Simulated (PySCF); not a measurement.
PySCF input for B(H)2(iPr) (C3H9B), SMILES C(C)(B)C, IEF-PCM-M06-2X/def2-SVP. The structure is a stationary point at ωB97X-D3(BJ)/def2-SVP. The structure was generated by enumeration, and PubChem lists no compound with its InChIKey, so it may never have been made.

```python
import numpy as np
from pyscf import gto, scf, dft
from pyscf.solvent import pcm

mol = gto.M(
    atom='''
    B    -0.10512708    1.61833461   -0.00000001
    H    -0.20255340    2.22937407   -1.04301103
    H    -0.20255339    2.22937408    1.04301101
    C     0.26672612    0.10111460    0.00000000
    C    -0.08074250   -0.67749832   -1.27499956
    C    -0.08074250   -0.67749831    1.27499957
    H     1.37669104    0.26513290   -0.00000000
    H     0.39889853   -1.67063519   -1.28797791
    H    -1.16938784   -0.84057020   -1.34601146
    H     0.23179154   -0.13492559   -2.18074098
    H     0.23179154   -0.13492556    2.18074097
    H     0.39889852   -1.67063518    1.28797794
    H    -1.16938784   -0.84057019    1.34601147
    ''',
    basis='def2-SVP',
    charge=0,
    spin=0,
    max_memory=1600,
    verbose=3,
)
mf = dft.RKS(mol, xc='m06-2x').density_fit(auxbasis='def2-universal-jkfit')
mf.grids.level = 4
mf.conv_tol = 1e-9
mf.max_cycle = 100
mf.kernel()
res = {}
for name, eps in {'water': 78.355, 'acetonitrile': 35.688, 'n-hexane': 1.8819}.items():
    s = mf.PCM()
    s.with_solvent.method, s.with_solvent.eps, s.with_solvent.lebedev_order = 'IEF-PCM', eps, 29
    s.kernel(mf.make_rdm1())
    res[name] = (s.e_tot, eps, s.dip_moment(), s.mo_energy, s.converged)
    print(f'{name}: electrostatic solvation free energy {(s.e_tot - mf.e_tot) * 627.509474:.3f} kcal/mol')
```

Log of the run:

```
converged SCF energy = -144.366072592193

WARN: PCM is an experimental feature. It is still in testing.
Features and APIs may be changed in the future.

converged SCF energy = -144.367377025541
Dipole moment(X, Y, Z, Debye):  0.34023, -0.67800, -0.00000
water: electrostatic solvation free energy -0.819 kcal/mol

WARN: PCM is an experimental feature. It is still in testing.
Features and APIs may be changed in the future.

converged SCF energy = -144.367342373154
Dipole moment(X, Y, Z, Debye):  0.33740, -0.67452, -0.00000
acetonitrile: electrostatic solvation free energy -0.797 kcal/mol

WARN: PCM is an experimental feature. It is still in testing.
Features and APIs may be changed in the future.

converged SCF energy = -144.366522914123
Dipole moment(X, Y, Z, Debye):  0.27529, -0.58883, -0.00000
n-hexane: electrostatic solvation free energy -0.283 kcal/mol
```

The run converged.
